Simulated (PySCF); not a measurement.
Method: ωB97X-D3(BJ)/def2-TZVP // PBE0-D3(BJ)/def2-TZVP (PySCF 2.14.0). All species are isolated molecules in the gas phase. One relaxed conformer stands for a flexible species; it need not be the lowest. Delta-SCF ions had no search for a lower state. 

Reference species (SMILES): `O/C=C\C[SiH3]` (H–O–C–C torsion 4°, C–C–C–Si torsion -89°) (neutral, multiplicity 1).

```yaml
HOMO: -8.73 eV
HOMO–LUMO gap: 10.91 eV
vertical ionisation energy (Delta-SCF): 8.60 eV
```

Changed species: `C/C(O)=C\[SiH3]` (C–C–O–H torsion 180°).

Q: What does the change do to the HOMO, HOMO–LUMO gap and vertical ionisation energy (Delta-SCF)?

A: the HOMO falls by 0.32 eV, to -9.05 eV; the HOMO–LUMO gap rises by 0.24 eV, to 11.15 eV; the vertical ionisation energy (Delta-SCF) increases by 0.24 eV, to 8.84 eV.
